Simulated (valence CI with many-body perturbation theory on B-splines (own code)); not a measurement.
Co²⁰⁺: E2, M1 decay

Computed by relativistic CI+MBPT: five valence electrons over a frozen Dirac-Fock core [He], radial functions for each j: 11 s, 11 p, 10 d, 8 f, 5 g, 2 h, with the one-electron correlation potential Σ1, the two-electron term Σ2, the three-electron term Σ3, Breit, model QED; selected CI, second order for the rest, scaled by the run's own slope (own B-spline code, finite nucleus).

No measured spectrum was set against this ion. As an estimate, levels of excited configurations hold to 0.05 to 0.15 % of their energy, terms of the ground configuration to about 0.5 %. Among the levels kept, up to 5400 cm⁻¹ of a level comes from second order outside the variational space, and about a tenth of that is noise between levels of different J, which matters for small intervals.

Lines 1 to 48 of 48 in falling wavelength, among levels below 9610.0 × 10³ cm⁻¹, chosen from the decays that carry over 1 % of a level's rate. Wavelengths and rates use the calculated energies, so an error of 700 cm⁻¹ moves a line at 749.5 Å by 0.52 % and its rate by three times that or more. Electric multipoles are in the length gauge, E1 and E2 with the static RPA response of the core. S is in atomic units (e²a₀⁴ for E2 and M2, e²a₀⁶ for E3), for M1 in squared Bohr magnetons. Weak lines are less certain than strong ones. Lines between different terms over intervals too small for the method are left out, as are lines whose strength nearly cancels. The highest levels of a list are the least certain.

Names give the largest LS component (configuration and term), which can be under half, so a name can repeat, a term be missing and a line seem to break the LS rules; names also repeat where a configuration has a term twice. Letters in brackets count levels of one name in rising energy.

| λ vac (Å) | Upper | Lower | Type | A (s⁻¹) | S (a.u.) |
| --- | --- | --- | --- | --- | --- |
| 2244 | 2s²2p³ ²D°_5/2 | 2s²2p³ ²D°_3/2 | M1 | 6.92e+02 | 1.74e+00 |
| 1269 | 2s²2p³ ²P°_3/2 | 2s²2p³ ²P°_1/2 | M1 | 3.09e+03 | 9.37e-01 |
| 749.5 | 2s²2p³ ²P°_1/2 | 2s²2p³ ²D°_3/2 | M1 | 7.44e+03 | 2.32e-01 |
| 679.1 | 2s²2p³ ²D°_3/2 | 2s²2p³ ⁴S°_3/2 | M1 | 2.53e+04 | 1.17e+00 |
| 596.4 | 2s²2p³ ²P°_3/2 | 2s²2p³ ²D°_5/2 | M1 | 1.89e+04 | 5.95e-01 |
| 521.4 | 2s²2p³ ²D°_5/2 | 2s²2p³ ⁴S°_3/2 | M1 | 2.38e+03 | 7.52e-02 |
| 471.2 | 2s²2p³ ²P°_3/2 | 2s²2p³ ²D°_3/2 | M1 | 7.24e+04 | 1.12e+00 |
| 356.3 | 2s²2p³ ²P°_1/2 | 2s²2p³ ⁴S°_3/2 | M1 | 4.91e+04 | 1.65e-01 |
| 278.2 | 2s²2p³ ²P°_3/2 | 2s²2p³ ⁴S°_3/2 | M1 | 3.79e+04 | 1.21e-01 |
| 13.33 | 2s²2p²3d ²G_9/2 | 2s2p⁴ ²D_5/2 | E2 | 3.82e+07 | 1.44e-04 |
| 12.67 | 2s²2p²3p ⁴D°_1/2 | 2s²2p³ ²D°_3/2 | E2 | 7.67e+08 | 4.48e-04 |
| 12.62 | 2s²2p²3p ²S°_1/2 | 2s²2p³ ²D°_5/2 | E2 | 1.24e+09 | 7.07e-04 |
| 12.61 | 2s²2p²3p ²P°_1/2 [a] | 2s²2p³ ²P°_3/2 | E2 | 7.91e+08 | 4.50e-04 |
| 12.55 | 2s²2p²3p ²S°_1/2 | 2s²2p³ ²D°_3/2 | E2 | 1.25e+09 | 6.96e-04 |
| 12.54 | 2s²2p²3p ²P°_3/2 [a] | 2s²2p³ ²P°_1/2 | E2 | 1.02e+09 | 1.13e-03 |
| 12.53 | 2s²2p²3p ²F°_5/2 [a] | 2s²2p³ ²P°_1/2 | E2 | 8.50e+08 | 1.40e-03 |
| 12.52 | 2s²2p²3p ⁴P°_5/2 | 2s²2p³ ²D°_5/2 | E2 | 1.77e+09 | 2.91e-03 |
| 12.52 | 2s²2p²3p ²F°_5/2 [b] | 2s²2p³ ²P°_3/2 | E2 | 1.30e+09 | 2.14e-03 |
| 12.50 | 2s²2p²3p ⁴D°_3/2 [b] | 2s²2p³ ²D°_3/2 | E2 | 1.61e+09 | 1.75e-03 |
| 12.50 | 2s²2p²3p ²D°_3/2 [a] | 2s²2p³ ²D°_5/2 | E2 | 9.09e+08 | 9.89e-04 |
| 12.49 | 2s²2p²3p ²F°_7/2 | 2s²2p³ ²P°_3/2 | E2 | 5.11e+08 | 1.11e-03 |
| 12.48 | 2s²2p²3p ⁴D°_5/2 | 2s²2p³ ²D°_3/2 | E2 | 3.15e+08 | 5.11e-04 |
| 12.47 | 2s²2p²3p ⁴D°_7/2 | 2s²2p³ ²D°_5/2 | E2 | 4.05e+08 | 8.73e-04 |
| 12.46 | 2s²2p²3p ²D°_5/2 | 2s²2p³ ²P°_3/2 | E2 | 1.67e+09 | 2.69e-03 |
| 12.46 | 2s²2p²3p ⁴P°_1/2 | 2s²2p³ ²D°_3/2 | E2 | 1.05e+09 | 5.63e-04 |
| 12.44 | 2s²2p²3p ⁴D°_1/2 | 2s²2p³ ⁴S°_3/2 | E2 | 2.15e+09 | 1.15e-03 |
| 12.43 | 2s²2p²3p ²D°_3/2 [a] | 2s²2p³ ²D°_3/2 | E2 | 1.40e+09 | 1.48e-03 |
| 12.40 | 2s²2p²3p ²P°_3/2 [a] | 2s²2p³ ²D°_5/2 | E2 | 1.25e+09 | 1.31e-03 |
| 12.39 | 2s²2p²3p ²F°_5/2 [a] | 2s²2p³ ²D°_5/2 | E2 | 9.88e+08 | 1.54e-03 |
| 12.36 | 2s²2p²3p ⁴D°_3/2 [a] | 2s²2p³ ⁴S°_3/2 | E2 | 1.68e+09 | 1.73e-03 |
| 12.35 | 2s²2p²3p ²P°_1/2 [a] | 2s²2p³ ²D°_5/2 | E2 | 3.05e+09 | 1.56e-03 |
| 12.32 | 2s²2p²3p ²S°_1/2 | 2s²2p³ ⁴S°_3/2 | E2 | 3.76e+08 | 1.91e-04 |
| 12.31 | 2s2p³3p ⁴F_7/2 | 2s2p⁴ ⁴P_5/2 | E2 | 1.68e+09 | 3.39e-03 |
| 12.28 | 2s²2p²3p ²P°_1/2 [a] | 2s²2p³ ²D°_3/2 | E2 | 1.56e+09 | 7.77e-04 |
| 12.28 | 2s²2p²3p ²P°_1/2 [c] | 2s²2p³ ²P°_3/2 | E2 | 1.45e+09 | 7.24e-04 |
| 12.25 | 2s²2p²3p ⁴D°_5/2 | 2s²2p³ ⁴S°_3/2 | E2 | 1.65e+09 | 2.45e-03 |
| 12.25 | 2s2p³3p ⁴F_9/2 | 2s2p⁴ ⁴P_5/2 | E2 | 2.26e+09 | 5.57e-03 |
| 12.24 | 2s²2p²3p ²F°_7/2 | 2s²2p³ ²D°_5/2 | E2 | 1.56e+09 | 3.07e-03 |
| 12.19 | 2s²2p²3p ²F°_5/2 [b] | 2s²2p³ ²D°_3/2 | E2 | 8.62e+08 | 1.24e-03 |
| 12.18 | 2s²2p²3p ⁴D°_7/2 | 2s²2p³ ⁴S°_3/2 | E2 | 2.02e+09 | 3.87e-03 |
| 12.17 | 2s²2p²3p ²F°_7/2 | 2s²2p³ ²D°_3/2 | E2 | 9.41e+08 | 1.79e-03 |
| 12.13 | 2s²2p²3p ²P°_3/2 [c] | 2s²2p³ ²P°_1/2 | E2 | 1.45e+09 | 1.36e-03 |
| 11.12 | 2s2p³3d ⁴G°_9/2 | 2s²2p³ ²D°_5/2 | E2 | 1.87e+08 | 2.84e-04 |
| 11.05 | 2s2p³3d ²G°_9/2 [a] | 2s²2p³ ²D°_5/2 | E2 | 1.09e+10 | 1.60e-02 |
| 10.91 | 2s2p³3d ⁴F°_9/2 [b] | 2s²2p³ ²D°_5/2 | E2 | 3.85e+09 | 5.30e-03 |
| 10.85 | 2s2p³3d ²G°_7/2 [b] | 2s²2p³ ²P°_3/2 | E2 | 7.02e+09 | 7.56e-03 |
| 10.67 | 2s2p³3d ²G°_9/2 [b] | 2s²2p³ ²D°_5/2 | E2 | 5.82e+09 | 7.18e-03 |
| 10.61 | 2s2p³3d ²G°_7/2 [b] | 2s²2p³ ²D°_3/2 | E2 | 1.98e+09 | 1.90e-03 |
